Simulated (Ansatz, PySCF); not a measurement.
Noncovalent pair: SiH4 (SMILES [SiH4]) (first 5 atoms) with C3H4 (SMILES C=C=C); geometry from B3LYP-D3(BJ)/def2-TZVP.
(charge 0, multiplicity 1):
```xyz
12

Si    -0.1137     0.3464     0.2517
H      1.2281     0.6215     0.8093
H     -0.0152     0.2466    -1.2242
H     -1.0399     1.4455     0.6010
H     -0.6271    -0.9333     0.7873
C     -0.4238     0.9505     3.8185
C      0.0814    -0.2476     3.8332
C      0.5865    -1.4449     3.8349
H      0.2028     1.8234     3.6764
H     -1.4873     1.1151     3.9469
H      0.6781    -2.0143     2.9171
H      0.9308    -1.9110     4.7507
```

Counterpoise-corrected where a basis set is named; no monomer relaxation.

Codes used: Ansatz (a program for electronic structure); PySCF for the dispersion terms. 

**Question.** Estimate the interaction energy that B3LYP/def2-TZVPPD returns for this input.

**Answer.** 29 meV

**Question.** Give the interaction energy at the level r2SCAN-D4/def2-TZVPPD.

**Answer.** -74 meV

**Question.** What is the computed interaction energy (revPBE-D3(BJ)/def2-TZVPPD)?

**Answer.** -87 meV
